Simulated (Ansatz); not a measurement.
`N[Si](F)(F)S` from Hartree–Fock to CCSD(T)

```xyz
8

N    -0.230    0.836    1.094
Si    0.277   -0.292   -0.041
F    -0.275   -1.771    0.143
F     1.845   -0.437    0.144
S    -0.310    0.352   -1.957
H     0.284    1.010    1.940
H    -1.166    1.200    1.114
H    -0.424   -0.898   -2.437
```

The species carries charge 0 and has multiplicity 1. The structure was optimised at the PBE0-D4/def2-TZVP level. It is one conformer, not always the lowest. Frozen core, restricted reference, Ansatz. CBS rows extrapolate triple and quadruple zeta; past MP2 they add the triple-zeta difference.

| basis | HF (Eh) | MP2 corr. | CCSD corr. | (T) | CCSD(T) total |
| --- | --- | --- | --- | --- | --- |
| def2-SVP | -941.31640 | ? | ? | -0.01569 | ? |
| def2-TZVPP | -941.90266 | -1.00104 | -1.02909 | ? | ? |
| def2-QZVPP | -941.93605 | -1.09172 | – | – | – |
| CBS(def2) | -941.94065 | ? | -1.18694 | as TZ | ? |

**Question.** Fill in the withheld values. (An estimate is asked.)

**Answer.** Computed: def2-SVP MP2 corr.: -0.75826; def2-SVP CCSD corr.: -0.79122; def2-SVP CCSD(T) total: -942.12331; def2-TZVPP (T): -0.03546; def2-TZVPP CCSD(T) total: -942.96721; CBS(def2) MP2 corr.: -1.15889; CBS(def2) CCSD(T) total: -943.16305.
